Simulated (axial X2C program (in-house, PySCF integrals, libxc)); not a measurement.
# Curves of NdF⁺ from open-shell CI on f4 s0 d(πδ)0

Computed with an in-house all-electron X2C program for linear molecules (integrals from PySCF): two-component X2C with atomic mean-field Coulomb and Gaunt terms, basis Nd dyall-v3z, F dyall-v3z (cores contracted in-house). Orbitals come from Hartree–Fock averaged over the configuration Nd f4 s0 d(πδ)0; CI then distributes these electrons over the f, s, d(πδ) shells of Nd.

Scan along the bond; masses Nd 141.908 u, F 18.998 u. Energies in cm⁻¹ from the lowest point; levels are followed by energy order within each Ω. Lowest level at 2.055 Å: 100% f4.

| R (Å) | (1)Ω=0 | (1)Ω=1 | (1)Ω=2 | (1)Ω=3 | (1)Ω=4 | (2)Ω=1 | (2)Ω=0 | (2)Ω=2 | (2)Ω=3 |
| --- | --- | --- | --- | --- | --- | --- | --- | --- | --- |
| 1.911 | 2220 | 2214 | 2200 | 2189 | 2289 | 3282 | 3289 | 3274 | 3260 |
| 1.983 | 580 | 585 | 594 | 606 | 717 | 1657 | 1660 | 1657 | 1663 |
| 2.055 | 0 | 14 | 45 | 79 | 192 | 1096 | 1096 | 1104 | 1124 |
| 2.137 | 337 | 358 | 401 | 437 | 570 | 1433 | 1430 | 1446 | 1476 |
| 2.219 | 1435 | 1458 | 1506 | 1548 | 1685 | 2535 | 2531 | 2550 | 2584 |
| 2.312 | 3317 | 3341 | 3391 | 3439 | 3574 | 4418 | 4414 | 4436 | 4473 |
| 2.425 | 6164 | 6187 | 6237 | 6288 | 6419 | 7264 | 7259 | 7283 | 7322 |

Question: Fit the curves (1)Ω=0, (1)Ω=1, (1)Ω=2, (1)Ω=3, (1)Ω=4, (2)Ω=1, (2)Ω=0, (2)Ω=2, (2)Ω=3 near their minima.

Answer: From the open-shell CI curves, Te from the lowest:

| level | Te (cm⁻¹) | Re (Å) | ωe (cm⁻¹) |
| --- | --- | --- | --- |
| (1)Ω=0 | 0 | 2.067 | 552.4 |
| (1)Ω=1 | 16 | 2.066 | 551.7 |
| (1)Ω=2 | 48 | 2.064 | 549.6 |
| (1)Ω=3 | 82 | 2.063 | 545.6 |
| (1)Ω=4 | 198 | 2.063 | 549.3 |
| (2)Ω=1 | 1096 | 2.066 | 548.6 |
| (2)Ω=0 | 1095 | 2.066 | 548.6 |
| (2)Ω=2 | 1104 | 2.065 | 548.3 |
| (2)Ω=3 | 1126 | 2.064 | 546.7 |

Without dynamic correlation distances can be off by several hundredths of an Å (long for ionic bonds, short for multiple bonds) and the wavenumbers are rough.

The 9 lowest curves are shown; the next is (2)Ω=4, from 1179 cm⁻¹.

There is no dynamic correlation: spin–orbit spacings and, for f shells, spacings inside one term are the most reliable numbers, splittings between terms come out too wide, and energies between configurations are not reliable, so the lowest level need not be the ground state of the molecule. At most 4 roots were kept for each Ω > 0 (twice that for Ω = 0) within 2.2 eV of the lowest, so higher up levels can be missing between those listed; levels with Ω > 0 are doubly degenerate and listed once, Ω = 0 levels singly. States that fill the shells left empty in the average are placed too high.
